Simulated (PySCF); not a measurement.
## Bond length, frequency and bond energy of SrB by level of theory

State: ⁴Σ⁻ (quartet), unpaired electrons σ ↑, π ↑↑. Set-up: Sr def2-SVPD with ECP28, B def2-SVPD; scalar-relativistic core potentials (PySCF 2.14). De refers to Sr + B in their high-spin ground configurations, without counterpoise correction. The functionals are run spin-unrestricted. A positive dipole means Sr(−)B(+). Levels whose curve was spin-contaminated or gave no clean fit are not listed.

```json
{"Level": "ROHF", "Re (Å)": "2.592", "ωe (cm⁻¹)": "387", "De (eV)": "0.52", "μ (D)": "-3.48"}
{"Level": "ROHF-MP2", "Re (Å)": "2.518", "ωe (cm⁻¹)": "412", "De (eV)": "0.62", "μ (D)": "n/a"}
{"Level": "ROHF-SCS-MP2", "Re (Å)": "2.529", "ωe (cm⁻¹)": "408", "De (eV)": "0.379", "μ (D)": "n/a"}
{"Level": "PBE", "Re (Å)": "2.464", "ωe (cm⁻¹)": "432", "De (eV)": "1.26", "μ (D)": "-5.54"}
{"Level": "r²SCAN", "Re (Å)": "2.472", "ωe (cm⁻¹)": "431", "De (eV)": "1.45", "μ (D)": "-5.53"}
{"Level": "TPSSh", "Re (Å)": "2.472", "ωe (cm⁻¹)": "435", "De (eV)": "1.11", "μ (D)": "-5.49"}
{"Level": "B3LYP", "Re (Å)": "2.494", "ωe (cm⁻¹)": "412", "De (eV)": "0.67", "μ (D)": "-5.02"}
{"Level": "PBE0", "Re (Å)": "2.467", "ωe (cm⁻¹)": "430", "De (eV)": "1.05", "μ (D)": "-5.35"}
{"Level": "CAM-B3LYP", "Re (Å)": "2.502", "ωe (cm⁻¹)": "409", "De (eV)": "0.57", "μ (D)": "-4.38"}
```

(1) What does a quarter of exact exchange do here, going from PBE to PBE0?

(2) What does the step from GGA to meta-GGA do here, going from PBE to r²SCAN?

(3) What does second-order correlation do here, going from ROHF to ROHF-MP2?

Correlated steps freeze 1 core orbital. Correlated levels converge slowly with the basis: in double zeta they bind strong bonds too weakly, by up to about 1 eV, and carry superposition errors of some tenths. Spin–orbit coupling is left out. The state was picked by a PBE0 search and need not be the measured ground state.

Answers

(1) PBE0 less PBE: +0.3 pm in Re, -0.5 % in ωe, -0.21 eV in De. Exact exchange removes part of the self-interaction that spreads semilocal densities, and in most molecules shortens and stiffens the bond and lowers De; here Re and ωe go the other way.

(2) r²SCAN less PBE: +0.8 pm in Re, -0.2 % in ωe, +0.19 eV in De. 

(3) ROHF-MP2 less ROHF: -7.4 pm in Re, +6.5 % in ωe, +0.10 eV in De. Correlation nearly always deepens the well. The bond shortens, as in weak, metallic or heavy-atom bonds, where dispersion and the correlation of outer-core electrons pull the atoms together.
